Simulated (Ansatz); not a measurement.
`C=C[SiH](Cl)Cl` + HBr → `C=C[SiH](Cl)Br` + HCl  (ligand exchange at the Si–Cl bond)

Computed with Ansatz on PBE0-D4/def2-TZVP structures; ΔE is electronic, products minus reactants. CBS: MP2 limit from def2 TZ/QZ plus the TZ coupled-cluster correction, frozen cores. This one scheme is used for every species. Functionals use def2-TZVPP. HSE06 is defined as in plane-wave codes. For Br outer-core shells are correlated without core-valence functions, which leaves a few kJ/mol of doubt a bond. Scalar relativity is left out up to krypton. Each species was taken in one conformer, which may not be the lowest.

```
       level  ΔE (kJ/mol)
 LDA (SPW92)          4.9
   revPBE-D4          3.9
  r2SCAN0-D4          4.3
    HSE06-D4          2.9
CAM-B3LYP-D4          7.1
        PBE0          3.9
     r2SCANh          5.0
MP2/def2-SVP          5.3
```

(1) What does CCSD(T)/CBS give? (Best estimate.)

Largest T1 diagnostic among the species: 0.010.

## Answers

(1) Computed: +2.0 kJ/mol. The listed levels differ from it by 2.9, 1.9, 2.3, 0.9, 5.1, 1.9, 3.0, 3.3 kJ/mol.

At CCSD(T), def2-SVP lies +6.0 kJ/mol from the extrapolated value and def2-TZVPP +2.2 kJ/mol. Leaving LDA and LC-ωPBE aside and taking each functional with its dispersion term where it has one, the values, not all of them listed here, spread over 5.7 kJ/mol, from HSE06-D4 to B97M-V.
